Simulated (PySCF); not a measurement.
**How methods differ on the ionisation energy of Te⁺**

Te⁺ [Kr] 4d10 5s2 5p3 (4S) → Te²⁺ [Kr] 4d10 5s2 5p2 (3P), as a difference of total energies. Computed with PySCF 2.14 in aug-cc-pVTZ-PP with one added diffuse shell each of d, f type with ECP28MDF (6s5p5d3f, 67 functions), with a scalar-relativistic core potential. Correlated levels: valence: 4s2 4p6 4d10 frozen. The calculations carry no spin-orbit coupling.

```tsv
method	ionisation energy (eV)
UHF	18.359
LDA	18.935
PBE	18.758
PBE0	18.861
r2SCAN	19.012
r2SCAN0	19.046
M06	18.451
BLYP	18.509
BHandHLYP	18.700
MP2 (valence)	18.789
SCS-MP2 (valence)	18.663
```

**Question.** How much does correlation contribute at MP2 (valence)?

**Answer.** 18.789 − (18.359) = 0.430 eV, measured against UHF.

The reference lies between the lowest fine-structure levels, while these numbers refer to the centres of the terms.

Errors of the correlated levels include the incompleteness of this basis and the frozen core.

For comparison: 18.6 ± 0.4 eV (measured; NIST Atomic Spectra Database, ionization energies).
